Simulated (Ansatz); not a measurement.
`CN(C)c1ccc(-c2ccc(-c3ccc(-c4ccc(C#N)nc4)nc3)nc2)nc1`. Total charge 0; singlet. Geometry PBE-D4/def2-SVP; atoms count from 1.

```xyz
47

C    -6.888    4.050    2.188
N    -5.566    4.643    2.263
C    -5.402    5.998    2.754
C    -4.463    3.921    1.868
C    -3.146    4.452    1.917
C    -2.069    3.669    1.506
C    -2.283    2.352    1.041
C    -1.187    1.466    0.597
C     0.172    1.848    0.568
C     1.142    0.942    0.138
C     0.752   -0.356   -0.263
C     1.719   -1.379   -0.721
C     1.277   -2.683   -1.031
C     2.193   -3.645   -1.453
C     3.560   -3.299   -1.566
C     4.597   -4.267   -1.997
C     4.326   -5.619   -2.294
C     5.366   -6.461   -2.693
C     6.667   -5.921   -2.785
C     7.765   -6.764   -3.194
N     8.638   -7.474   -3.528
N     6.954   -4.630   -2.506
C     5.946   -3.843   -2.126
N     3.987   -2.049   -1.281
C     3.105   -1.135   -0.879
N    -0.549   -0.729   -0.238
C    -1.469    0.142    0.171
N    -3.536    1.845    0.992
C    -4.571    2.580    1.380
H    -7.636    4.781    2.544
H    -6.975    3.138    2.820
H    -7.160    3.764    1.147
H    -4.758    6.039    3.662
H    -6.390    6.413    3.022
H    -4.947    6.668    1.990
H    -2.962    5.473    2.279
H    -1.057    4.095    1.552
H     0.482    2.856    0.880
H     2.198    1.245    0.124
H     0.204   -2.903   -0.928
H     1.842   -4.658   -1.693
H     3.307   -6.024   -2.214
H     5.187   -7.519   -2.931
H     6.182   -2.791   -1.899
H     3.523   -0.135   -0.670
H    -2.520   -0.191    0.178
H    -5.558    2.094    1.311
```

Single mean-field runs in def2-TZVP are fitted with def2-universal-jkfit.

Question: Estimate the Mulliken populations of the heavy atoms from the PBE0/def2-TZVP orbitals of Ansatz.

Answer: 
```csv
atom,charge (e)
C1,-0.35
N2,-0.01
C3,-0.34
C4,0.20
C5,-0.24
C6,-0.22
C7,0.21
C8,0.12
C9,-0.17
C10,-0.21
C11,0.27
C12,0.05
C13,-0.20
C14,-0.19
C15,0.29
C16,0.07
C17,-0.12
C18,-0.18
C19,0.32
C20,-0.28
N21,-0.01
N22,-0.19
C23,-0.12
N24,-0.22
C25,-0.09
N26,-0.21
C27,-0.14
N28,-0.21
C29,-0.18
```
Mulliken values depend strongly on the basis.

Question: And the Mayer bond orders between heavy atoms (over 0.3)?

Answer: C1–N2 0.96 (1.45 Å); N2–C3 0.97 (1.45 Å); N2–C4 1.24 (1.38 Å); C4–C5 1.29 (1.42 Å); C4–C29 1.23 (1.43 Å); C5–C6 1.52 (1.39 Å); C6–C7 1.39 (1.41 Å); C7–C8 1.01 (1.48 Å); C7–N28 1.33 (1.35 Å); C8–C9 1.32 (1.41 Å); C8–C27 1.32 (1.42 Å); C9–C10 1.48 (1.40 Å); C10–C11 1.34 (1.41 Å); C11–C12 1.00 (1.48 Å); C11–N26 1.34 (1.35 Å); C12–C13 1.35 (1.41 Å); C12–C25 1.33 (1.42 Å); C13–C14 1.44 (1.39 Å); C14–C15 1.35 (1.41 Å); C15–C16 1.00 (1.48 Å); C15–N24 1.32 (1.35 Å); C16–C17 1.37 (1.41 Å); C16–C23 1.33 (1.42 Å); C17–C18 1.45 (1.40 Å); C18–C19 1.36 (1.41 Å); C19–C20 0.97 (1.44 Å); C19–N22 1.35 (1.35 Å); C20–N21 3.06 (1.17 Å); N22–C23 1.56 (1.33 Å); N24–C25 1.59 (1.33 Å); N26–C27 1.58 (1.33 Å); N28–C29 1.62 (1.33 Å).
